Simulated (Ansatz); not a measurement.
Sn₂₁SbH₃₀, a doped nanocrystal cut from the lattice of tin (Sb on a surface site), relaxed as a doublet with UKS PBE-D4/def2-SVP in Ansatz, starting from a model built from a lattice or polyhedron. Force threshold 0.03 eV/Å.

In the def2 sets Sb, Sn take a core potential; there is no spin–orbit coupling. Single mean-field runs in def2-SVP are fitted with def2-universal-jkfit.

Start:

```xyz
52

Sn    4.4493   -0.5671   -1.7913
Sn    2.3832   -0.3959    4.3605
Sn    2.5278    0.1110   -5.8924
Sn    2.2276    3.3631   -2.6573
Sn    0.4492    0.2991    0.2395
Sn   -1.5053    0.9787   -3.8704
Sn    0.1580    3.5415    3.4827
Sn   -1.6575    0.4584    6.3996
Sn   -3.5416    1.1735    2.2909
Sn    0.7299   -2.9460   -2.9885
Sn   -3.3200   -2.0618   -0.9718
Sn   -1.3958   -2.7650    3.1481
Sn    3.8805    1.3805   -3.7582
Sn    1.7865    1.5545    2.3688
Sn    2.0750   -1.6909   -0.8584
Sn   -0.0168   -1.5265    5.2766
Sn    0.1230   -1.0373   -4.9630
Sn   -0.1428    2.2006   -1.7316
Sn   -1.9651   -0.8292    1.1879
Sn   -3.8805   -0.1525   -2.9310
Sb   -2.2390    2.3884    4.4000
Sn   -1.6457   -4.0963   -2.0592
H     5.4608   -1.7939   -2.4926
H     5.2751    0.1835   -0.4931
H     3.3779   -1.6184    3.6818
H     3.1893    0.3865    5.6305
H     3.5237   -1.0988   -6.5615
H     2.1719    1.3171   -7.1224
H     3.0458    4.1123   -1.3705
H     1.8695    4.5279   -3.8633
H    -1.8719    2.1486   -5.0752
H     0.9799    4.2804    4.7542
H    -0.2061    4.7109    2.2531
H    -0.8356    1.2460    7.7031
H    -3.1202   -0.2344    6.9750
H    -3.9424    2.3411    1.0502
H    -5.0685    0.4607    2.8336
H     1.7206   -4.1642   -3.6556
H    -4.7554   -2.7882   -0.3947
H    -0.3682   -3.9726    2.4833
H    -2.8278   -3.4390    3.6805
H     5.3178    2.0254   -4.3561
H     3.2614    2.2257    1.7990
H     2.4370   -2.8728    0.3582
H     0.3487   -2.7036    6.4895
H    -0.6696   -1.7824   -6.2802
H    -1.1450    3.4568   -1.0689
H    -4.9064    1.0619   -2.2617
H    -4.7139   -0.9198   -4.2400
H    -3.2434    3.6160    5.0694
H    -1.3056   -5.2501   -0.8702
H    -2.4794   -4.8433   -3.3370
```

**Question.** Estimate the energy that the relaxation releases and the steps that it takes.

**Answer.** 0.87 eV, in 20 steps; 81 s on 11 threads of AMD EPYC 7R13 on a shared host and a whole NVIDIA H100 80GB HBM3. The force fell under the threshold at step 12, but the optimiser went on and released 0.011 eV more. No frequencies were taken in this run, so the end may be a saddle point.

**Question.** Does the start keep its bonding and symmetry?

**Answer.** By distances, no bond broke or formed. The bond that changes most is Sn9–Sb21, from 2.76 to 3.17 Å (atoms count from 1).

**Question.** Predict the relaxed structure.

**Answer.** 
Cartesian coordinates in Å:
```
Sn 4.346 -0.496 -1.469
Sn 2.424 -0.459 4.069
Sn 2.652 0.234 -5.681
Sn 2.042 3.405 -2.420
Sn 0.136 0.163 0.147
Sn -1.596 0.860 -4.003
Sn 0.293 3.555 3.436
Sn -1.395 0.686 6.281
Sn -3.575 1.244 2.260
Sn 0.723 -3.044 -3.058
Sn -3.421 -2.306 -1.177
Sn -1.451 -2.801 3.081
Sn 3.818 1.462 -3.426
Sn 1.653 1.447 2.151
Sn 1.921 -1.789 -0.836
Sn 0.004 -1.463 5.098
Sn 0.232 -1.049 -4.993
Sn -0.397 2.138 -1.795
Sn -2.273 -0.991 1.077
Sn -3.990 -0.359 -3.141
Sb -2.188 2.848 4.621
Sn -1.661 -4.275 -2.187
H 5.530 -1.623 -2.057
H 5.001 0.242 -0.039
H 3.343 -1.731 3.324
H 3.398 0.225 5.335
H 3.757 -0.919 -6.365
H 2.344 1.430 -6.905
H 2.695 4.139 -0.987
H 1.813 4.670 -3.590
H -1.935 2.015 -5.267
H 1.266 4.282 4.679
H -0.107 4.807 2.297
H -0.448 1.360 7.573
H -2.885 0.127 6.984
H -3.829 2.447 1.009
H -5.192 0.858 2.819
H 1.799 -4.236 -3.740
H -4.917 -3.065 -0.689
H -0.404 -4.010 2.398
H -2.794 -3.640 3.799
H 5.309 2.226 -3.909
H 3.054 2.167 1.396
H 2.175 -2.952 0.439
H 0.316 -2.560 6.422
H -0.446 -1.795 -6.416
H -1.511 3.280 -1.092
H -5.049 0.847 -2.473
H -4.819 -1.079 -4.490
H -2.066 4.060 5.913
H -1.293 -5.413 -0.924
H -2.404 -5.171 -3.481
```
Bond lengths (bridged metal pairs left out): 26 × Sn–Sn 2.81 to 2.85 Å; 3 × Sb–Sn 2.84 to 3.17 Å; 29 × H–Sn 1.74 to 1.75 Å; 1 × H–Sb 1.78 Å.
